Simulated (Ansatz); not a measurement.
Computed with Ansatz.

A structure relaxed at PBE0-D4/def2-TZVP, charge 0, multiplicity 1:

```xyz
10

C     1.363   -0.050    1.303
In    0.123    0.811   -0.227
C    -1.421   -0.423   -1.159
F    -1.426   -1.710   -0.623
H     2.413    0.007    1.009
H     1.248    0.508    2.235
H     1.094   -1.092    1.474
H     0.288    2.452   -0.760
H    -1.263   -0.510   -2.240
H    -2.418    0.006   -1.011
```

Problem. Give its formula and SMILES.

Solution. C2H6FIn, `[CH3][InH][CH2]F`.

Problem. Point group (tolerance 0.08 Å, 0.16 Å for H)?

Solution. Cs.

Problem. Summarise the bond lengths by kind.

Solution. 2 × C–In 2.149 to 2.186 Å; 5 × C–H 1.090 to 1.095 Å; 1 × H–In 1.734 Å; 1 × C–F 1.395 Å.
